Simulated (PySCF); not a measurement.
Ionisation energy of Ti⁺ by level of theory

Ti⁺ [Ar] 3d2 4s1 (4F) → Ti²⁺ [Ar] 3d2 (3F), as a difference of total energies. Computed with PySCF 2.14 in cc-pVDZ (6s5p3d1f, 43 functions), with no relativity, point nucleus. Correlated levels: valence: [Ar] frozen. The calculations carry no spin-orbit coupling.

Task: Order these methods by the ionisation energy they give, lowest first.
A. M06-2X
B. SCS-MP2 (valence)
C. UHF
D. M06-L

Result: D (12.803 eV), C (12.867 eV), B (12.914 eV), A (13.459 eV).

These non-relativistic numbers lack the scalar-relativistic shift.

The reference lies between the lowest fine-structure levels, while these numbers refer to the centres of the terms.

Errors of the correlated levels include the incompleteness of this basis and the frozen core.

For comparison: 13.575 eV (measured; NIST Atomic Spectra Database, ionization energies).
